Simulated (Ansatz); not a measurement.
# Relative stability

The two ends of one reaction step of Si2NH8F3, singlet (PBE0-D4/def2-TZVP).

A:

```tsv
atom	x (Å)	y (Å)	z (Å)
Si1	0.0351	0.8402	-0.7025
Si2	-0.9149	-1.1348	2.7266
F3	-0.9876	-0.2575	-1.2888
F4	1.4121	0.3276	-0.0424
H5	-0.6913	1.1544	0.5478
H6	1.9195	0.9347	-2.5434
N7	1.0676	0.3887	-2.4779
H8	0.0951	-0.1341	3.1509
F9	0.0160	2.3125	-1.3543
H10	-2.2255	-0.4728	2.5117
H11	-0.4747	-1.7962	1.4729
H12	-1.0591	-2.1635	3.7910
H13	1.3153	-0.5941	-2.5046
H14	0.4926	0.5952	-3.2871
```

B:

```xyz
14
angstrom
Si -0.1894 -0.1720 -0.4121
Si -0.9523 -0.9397 1.7006
F -1.1304 -1.0922 -1.3492
F 1.3443 -0.6526 -0.2526
H -0.5207 1.2757 -0.3563
H 1.3242 1.1334 -2.2284
N 0.5885 0.4470 -2.3563
H 0.7918 0.9999 2.3268
F 1.2440 1.7428 1.9950
H -2.3739 -0.5799 1.9687
H -0.7879 -2.4005 1.9393
H -0.1770 -0.2808 2.8142
H 0.9788 -0.3411 -2.8619
H -0.1399 0.8600 -2.9278
```

Program: Ansatz 0.2.0. Basis: def2-TZVPP. Cores are frozen in the correlated methods. B3LYP uses VWN-RPA correlation.

Which structure is lower at CCSD(T), and by how much? (Judge from chemistry; the value comes from the calculation.)

Computed: A, by 1.846 eV (electronic energy, against the other). By their contacts, A is a complex of SiNH₄F₃ ([NH3][SiH]([F])([F])[F]) + SiH₄ and B is a complex of Si₂NH₇F₂ ([NH3][SiH]([F])([F])[SiH3]) + HF.

All methods give the same order:

```csv
method,E(B) − E(A) (eV)
SPW92,1.520
PBE-D4,1.495
BLYP-D4,1.682
r2SCAN-D4,1.775
B97M-V,1.792
PBE0-D4,1.610
B3LYP-D4,1.769
r2SCAN0-D4,1.813
BHLYP-D4,1.909
CAM-B3LYP-D4,1.874
wB97X-V,1.801
wB97M-V,1.847
B2PLYP,1.869
PBE-QIDH,1.785
RPA on PBE,1.864
HF,2.168
MP2,1.896
CCSD,1.894
CCSD(T),1.846
```

No T1 diagnostic of these runs exceeds 0.012.

Labels in which every atom is bracketed show which atoms are joined, not bond orders.

For scale, one of the runs: CCSD(T)/def2-TZVPP, 320 basis functions, launched by `ansatz run in.yaml --threads 5 --pin off --events-out ev --progress --plain --max-ram 66560MiB --backend cuda --devices 0, --max-vram 37GiB`. Time: 21 s of wall clock on 5 CPU threads of an AMD EPYC 7R13 and a share of one NVIDIA H100; the host was shared. Peak host memory: 0.83 GiB.
